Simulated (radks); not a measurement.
Results of a calculation; reference values are marked as such.
Valence configurations of Pb II. Level of theory: scalar-relativistic Kohn-Sham, PBE, spin-unpolarised, spherical densities, point nucleus (a radial shooting solver on a logarithmic mesh with Libxc functionals). Energies are relative to [Hg] 6p1; eigenvalues in eV.

valence                     E (eV)    e(4f)    e(5d)    e(6p)    e(6s)
[Hg] 6p1                     0.000  -140.60  -28.853   -9.857  -19.228
[Xe] 4f14 5d9.5 6s2 6p1.5    9.895  -143.72  -31.190  -10.598  -20.416
[Xe] 4f14 5d10 6p3          19.351  -144.24  -32.207  -11.479        -
[Xe] 4f14 5d9 6s2 6p2       20.587  -146.85  -33.497  -11.311  -21.561
[Xe] 4f13.5 5d10 6s2 6p1.5  67.621  -150.35  -32.028  -10.634  -20.525
[Xe] 4f13.5 5d9 6s1.5 6p3   96.047  -157.56  -37.483  -12.417  -23.308
[Xe] 4f13 5d10 6s2 6p2      139.77  -160.26  -35.252  -11.393  -21.797
[Xe] 4f12.5 5d10 6s2 6p2.5  216.54  -170.33  -38.521  -12.134  -23.048
[Xe] 4f12.5 5d10 6s1.5 6p3  222.03  -171.21  -39.324  -12.511  -23.563
[Xe] 4f12 5d10 6s2 6p3      298.01  -180.56  -41.833  -12.861  -24.280

NIST lists [Hg] 6p1 as the ground configuration; this level of theory agrees among the configurations tried. The energies are those of spherical spin-averaged densities, not of single terms.
